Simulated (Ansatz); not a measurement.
Reaction (substitution at a C–N bond): `C=C(F)[NH][AlH2]` + `O[SiH3]` → `C=C(F)O[SiH3]` + `[NH2][AlH2]`

Computed with Ansatz on PBE0-D4/def2-TZVP structures; ΔE is electronic, products minus reactants. CBS: MP2 limit from def2 TZ/QZ plus the TZ coupled-cluster correction, frozen cores. This one scheme is used for every species. One conformer a species, not always the lowest.

```json
{"species": "`C=C(F)[NH][AlH2]`", "MP2/def2-QZVPP energy (Eh)": "-475.50033"}
{"species": "`O[SiH3]`", "MP2/def2-QZVPP energy (Eh)": "-366.62980"}
{"species": "`C=C(F)O[SiH3]`", "MP2/def2-QZVPP energy (Eh)": "-543.02817"}
{"species": "`[NH2][AlH2]`", "MP2/def2-QZVPP energy (Eh)": "-299.09314"}
```

Task: Work out ΔE.

Result: ΔE = (-543.02817) + (-299.09314) − (-475.50033) − (-366.62980) = 0.00882 Eh = +0.24 eV. CCSD(T)/CBS gives +0.21 eV.

Largest T1 diagnostic among the species: 0.013.
